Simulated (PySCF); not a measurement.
```xyz
4
charge 0 multiplicity 3, angstrom
V     0.0000    0.0000   -0.0462
F     0.0000    0.0000    1.6947
F     1.5543    0.0000   -0.7895
F    -1.5543    0.0000   -0.7895
```

These are results of PySCF, UPBE0, basis V def2-SVP, F def2-SVP (no relativity, density fitting), not measurements.

This geometry of VF₃ is a stationary point at this level.

Problem. What is the point group?

Solution. C2v.

Problem. Is it a minimum?

Solution. No: it has 1 imaginary mode, at 158i cm⁻¹ (b2).

Problem. List the harmonic modes with their infrared intensities.

Solution. 
```json
{"symmetry": "b2", "ω (cm⁻¹)": "158i", "IR (km/mol)": "–"}
{"symmetry": "b1", "ω (cm⁻¹)": "122", "IR (km/mol)": "48.0"}
{"symmetry": "a1", "ω (cm⁻¹)": "188", "IR (km/mol)": "15.0"}
{"symmetry": "a1", "ω (cm⁻¹)": "697", "IR (km/mol)": "0.8"}
{"symmetry": "b2", "ω (cm⁻¹)": "751", "IR (km/mol)": "317"}
{"symmetry": "a1", "ω (cm⁻¹)": "786", "IR (km/mol)": "208"}
```

Problem. What are the dipole moment and the gap between the highest occupied and lowest empty levels of either spin?

Solution. 0.72 D and 4.46 eV.

Problem. Give the atomic charges and bond orders.

Solution. 
```tsv
atom	Mulliken	Löwdin	polar tensor	spin (Mulliken)	Mayer order to V1
V1	1.27	0.66	2.21	2.05	–
F2	-0.43	-0.24	-0.74	0.01	0.95
F3,4	-0.42	-0.21	-0.73	-0.03	0.98
```

In C2v the vibrations span 2b2 + b1 + 3a1. Here b1 is antisymmetric to the molecular plane and b2 lies in it.

Only a few start shapes were tried, so a lower isomer may exist. Open d and f shells are described by one determinant, and the ground state may have another occupation or spin.
